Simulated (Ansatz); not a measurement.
Input file for Ansatz (an electronic-structure program): R-B3LYP-D3(BJ)/def2-TZVP on H2 (SMILES [H][H]).

Ansatz 0.2 input:
```yaml
crystal:
  periodic: [false, false, false]
  atoms:
    - {symbol: H, position_ang: [0.00000000, 0.00000000, 0.36860000]}
    - {symbol: H, position_ang: [0.00000000, 0.00000000, -0.36860000]}
basis:
  gaussian:
    orbitals: def2-TZVP
hamiltonian:
  xc: b3lyp
  dispersion: d3bj
relax: {f_tol: 0.004, max_steps: 120}
scf: {lower_state_search: off}
```

It printed:

```
WARN ansatz: RAYON_NUM_THREADS=1 ignored (pool sized by the plan → 1); use --threads N
Functional definition: B3LYP
these checks for a lower state are left out or cut short: stability, starts, cluster_reference, orbital_swaps, neighbouring_geometries, increment
integrals: 0.00 GiB planned
88 factors; their error is unknown
mean field: 0.04 GiB planned
mean field evaluation 1: about -31.9381 eV, gradient 6.9e0 eV
mean field evaluation 2: about -32.0939 eV, gradient 1.5e0 eV
mean field evaluation 4: about -32.0989 eV, gradient 6.4e-2 eV
mean field evaluation 8: about -32.0989 eV, gradient 8.5e-8 eV
mean field -32.09894092 eV, -1.1796143214 hartree, gradient 9.5e-8 eV, S^2 0.000000; 0 other end points of the search recorded, 0 dependent functions left out
the calculation of the forces begins
reference -32.09908208 eV, -1.1796195088 hartree; 1, 1 occupied and 11, 11 virtual orbitals, 88 factors
relax step   1: F+E_penalty+E_count = -32.10276011 eV  Δ(F+E_penalty+E_count) = +0.000e0 eV  max|allowed force component| = 2.504e-1 eV/Å  Δτ_max = 0.0000 Å  (9 SCF iters, accepted)
these checks for a lower state are left out or cut short: stability, starts, cluster_reference, orbital_swaps, neighbouring_geometries, increment
integrals: 0.00 GiB planned
88 factors; their error is unknown
mean field: 0.04 GiB planned
mean field evaluation 16: about -32.0998 eV, gradient 1.4e-4 eV
mean field -32.09976895 eV, -1.1796447509 hartree, gradient 9.8e-9 eV, S^2 0.000000; 0 other end points of the search recorded, 0 dependent functions left out
the calculation of the forces begins
reference -32.09991042 eV, -1.1796499498 hartree; 1, 1 occupied and 11, 11 virtual orbitals, 88 factors
relax step   2: F+E_penalty+E_count = -32.10359979 eV  Δ(F+E_penalty+E_count) = -8.397e-4 eV  max|allowed force component| = 1.216e-2 eV/Å  Δτ_max = 0.0032 Å  (11 SCF iters, accepted)
these checks for a lower state are left out or cut short: stability, starts, cluster_reference, orbital_swaps, neighbouring_geometries, increment
integrals: 0.00 GiB planned
88 factors; their error is unknown
mean field: 0.04 GiB planned
mean field -32.09977032 eV, -1.1796448013 hartree, gradient 7.5e-7 eV, S^2 0.000000; 0 other end points of the search recorded, 0 dependent functions left out
the calculation of the forces begins
reference -32.09991181 eV, -1.1796500007 hartree; 1, 1 occupied and 11, 11 virtual orbitals, 88 factors
relax step   3: F+E_penalty+E_count = -32.10360183 eV  Δ(F+E_penalty+E_count) = -2.042e-6 eV  max|allowed force component| = 5.920e-5 eV/Å  Δτ_max = 0.0002 Å  (5 SCF iters, accepted)
Total energy: -32.10374331 eV, -1.1797908061 hartree
Atom 0 at     0.000000     0.000000     0.371986 Å, force     0.000000    -0.000000     0.000059 eV/Å
Atom 1 at    -0.000000    -0.000000    -0.371986 Å, force     0.000000    -0.000000    -0.000059 eV/Å
Dipole moment:     0.000000     0.000000     0.000000 e Å
Checks for a lower state left out: stability, starts, cluster_reference, orbital_swaps, neighbouring_geometries, increment
```

Self-consistency was reached.

Cost: around 0.09 core-seconds (rough).
